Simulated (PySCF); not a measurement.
Molfile (atoms numbered from 1):
```
C6H10O2Si
     RDKit          3D

 19 19  0  0  0  0  0  0  0  0999 V2000
   -2.1101   -0.8615   -0.9636 C   0  0  0  0  0  0  0  0  0  0  0  0
   -0.8619   -0.4190   -0.9860 C   0  0  0  0  0  0  0  0  0  0  0  0
   -0.1743    0.2075    0.1507 C   0  0  1  0  0  0  0  0  0  0  0  0
   -0.7727    1.3739    0.7845 C   0  0  0  0  0  0  0  0  0  0  0  0
   -0.2290    1.9996    1.6762 O   0  0  0  0  0  0  0  0  0  0  0  0
   -1.9996    1.7151    0.3468 O   0  0  0  0  0  0  0  0  0  0  0  0
    0.6415   -0.8399    1.5806 Si  0  0  0  0  0  4  0  0  0  0  0  0
    1.3677    0.2267    0.2215 C   0  0  1  0  0  0  0  0  0  0  0  0
    2.1470   -0.3590   -0.9327 C   0  0  0  0  0  0  0  0  0  0  0  0
   -2.7202   -0.7957   -0.0791 H   0  0  0  0  0  0  0  0  0  0  0  0
   -2.5738   -1.2890   -1.8356 H   0  0  0  0  0  0  0  0  0  0  0  0
   -0.2824   -0.5131   -1.8949 H   0  0  0  0  0  0  0  0  0  0  0  0
   -2.3071    2.4865    0.8467 H   0  0  0  0  0  0  0  0  0  0  0  0
    0.5942   -2.2663    1.3035 H   0  0  0  0  0  0  0  0  0  0  0  0
    0.4706   -0.3546    2.9300 H   0  0  0  0  0  0  0  0  0  0  0  0
    1.7424    1.2035    0.5134 H   0  0  0  0  0  0  0  0  0  0  0  0
    2.0472    0.2667   -1.8203 H   0  0  0  0  0  0  0  0  0  0  0  0
    3.2031   -0.4086   -0.6739 H   0  0  0  0  0  0  0  0  0  0  0  0
    1.8074   -1.3636   -1.1751 H   0  0  0  0  0  0  0  0  0  0  0  0
  1  2  2  0
  3  2  1  6
  3  4  1  0
  4  5  2  0
  4  6  1  0
  3  7  1  0
  7  8  1  0
  8  9  1  0
  8  3  1  0
  1 10  1  0
  1 11  1  0
  2 12  1  0
  6 13  1  0
  7 14  1  0
  7 15  1  0
  8 16  1  1
  9 17  1  0
  9 18  1  0
  9 19  1  0
M  END
```

PySCF 2.14.0 with density-fitted response routines calculation with NMR shieldings at PBE0/pcSseg-1/GIAO and coordinates at the GFN2-xTB level; fast rotation and ring inversion assumed for equivalent nuclei, relativity neglected, in vacuum, one conformer.

References, each an isolated molecule treated in the same way: TMS for 13C.

Question: Do the 13C shifts follow the atomic charges (in e)? Tabulate both.

Answer: 
```tsv
atoms	hybridisation	δ (ppm)	σ para (ppm)	Hirshfeld	IAO	Mulliken	ESP-fitted
C4	sp2	181.4	-241	+0.20	+0.52	+0.64	+0.60
C2	sp2	136.8	-202	-0.05	-0.14	-0.10	-0.19
C1	sp2	134.1	-201	-0.11	-0.31	-0.09	-0.46
C3	sp3	35.0	-108	-0.07	-0.25	-0.68	+0.07
C8	sp3	26.7	-92	-0.10	-0.33	-0.37	-0.13
C9	sp3	15.7	-74	-0.11	-0.41	-0.19	-0.37
```

Correlation coefficients of δ with charge over these carbons: Hirshfeld +0.69, IAO +0.75, Mulliken +0.80, ESP-fitted +0.42; with the paramagnetic shielding -1.00. With so few points, grouped by hybridisation, these coefficients are fragile. Charge is one influence among several: hybridisation and low-lying excitations act through the paramagnetic term.

Shifts are as computed. Against solution values, carbons near 30 ppm lie about +3 ppm off and those near 130 ppm about +5 ppm. Of 1211 compounds with measured shifts, 218 miss one by over three times the rms of a fit or turn the order of signals round; such compounds aren't used in these exercises. The C=O carbon of an acid or of an amide with N–H lies up to 10 ppm further downfield in solution, through hydrogen bonding that the calculation lacks.
